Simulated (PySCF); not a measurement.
Shapes and spin states of [Zn2Cl]+

All numbers come from PySCF, PBE0, basis Cl def2-SVP, Zn def2-SVP (no relativity, density fitting).

Relaxations began from a few typed shapes and spin states; open shells are unrestricted. The search is not exhaustive: other isomers or separated fragments can lie lower, and high-lying points may rest on an excited occupation.

| spin | group | bonds | angles | imaginary modes (cm⁻¹) | ΔE (kJ/mol) | ΔE with ZPE (kJ/mol) |
| --- | --- | --- | --- | --- | --- | --- |
| triplet | C2v | Cl–Zn 2.352 Å (×2) | Zn–Cl–Zn 123.8° | none | 0.0 | 0.0 |
| singlet (closed shell, unstable to spin polarisation) | D∞h | Cl–Zn 2.329 Å (×2) | Zn–Cl–Zn 180.0° | none | 2.0 | 2.2 |
| triplet | D∞h | Cl–Zn 2.341 Å (×2) | Zn–Cl–Zn 180.0° | 59i, 59i | 10.1 | – |

The lowest minimum found is the triplet C2v: Cl–Zn 2.352 Å (×2); Zn–Cl–Zn 123.8°.
